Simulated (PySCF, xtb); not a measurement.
C₃H₆OSi₂, SMILES O=C[Si@H]1C=C[SiH2]1.

Coordinates come from a PBE0-D3(BJ)/def2-SVP optimisation. The structure was generated by enumeration; whether it is a known compound was not checked. One conformer was computed; it need not be the lowest.

Calculation: C-PCM-PBE0/def2-SVP (PySCF).

The values are the electrostatic part of the solvation free energy, E(continuum) − E(gas) at the gas-phase geometry, in a cavity of scaled van der Waals radii (PySCF's table); cavitation and dispersion terms are not included. In vacuum the orbital gap is 5.17 eV. The dipole moment in vacuum is 2.67 D.

Problem. Estimate the values in water (ε = 78.36), benzene (ε = 2.27), chloroform (ε = 4.71). (An estimate is asked for; the answer gives what the named calculation found.)

Solution. 
| solvent | ε | ΔG(elec) (kcal/mol) | dipole (D) | gap (eV) |
|---|---|---|---|---|
| water | 78.36 | -3.5 | 3.42 | 5.23 |
| benzene | 2.27 | -1.9 | 3.04 | 5.20 |
| chloroform | 4.71 | -2.7 | 3.23 | 5.22 |

For comparison, GFN2-xTB/ALPB(water) (xtb, at the GFN2-xTB geometry, all terms of that model) gives -1.7 kcal/mol.
